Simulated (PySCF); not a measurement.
Electron correlation in Ni (nickel, neutral)

Starting occupation: [Ar] 3d9 4s1, 3d3/2 with m_j = -3/2, -1/2, +1/2, +3/2, 3d5/2 with m_j = -3/2, -1/2, +1/2, +3/2, +5/2, 4s1/2 with m_j = +1/2. Calculation: PySCF 2.14, in x2c-TZVPall-2c (6s7p4d1f, 54 functions); X2C-1e with screened-nucleus spin-orbit coupling, Gaussian nucleus. Frozen: [Ne]; 18 electrons correlated; the 6 highest virtual spinors left out.

MP2 pair energies summed by pair of shells (mhartree):

```json
{"pair": "3d-3d", "energy": "-319.84", "share (%)": "49.6"}
{"pair": "3d-3p", "energy": "-188.80", "share (%)": "29.3"}
{"pair": "3p-3p", "energy": "-52.32", "share (%)": "8.1"}
{"pair": "3d-3s", "energy": "-39.82", "share (%)": "6.2"}
{"pair": "3p-3s", "energy": "-20.88", "share (%)": "3.2"}
{"pair": "3d-4s", "energy": "-17.01", "share (%)": "2.6"}
{"pair": "3s-3s", "energy": "-3.22", "share (%)": "0.5"}
{"pair": "3p-4s", "energy": "-3.11", "share (%)": "0.5"}
{"pair": "3s-4s", "energy": "-0.26", "share (%)": "0.0"}
```

Total MP2 correlation energy: -645.25 mhartree.

The GHF reference relaxed away from the jj start to a determinant that is no pure jj level (⟨S²⟩ = 2.00, ⟨J²⟩ = 12.01); the energies belong to that determinant.

This basis was not built for core-valence correlation, so the inner-shell part is incomplete.
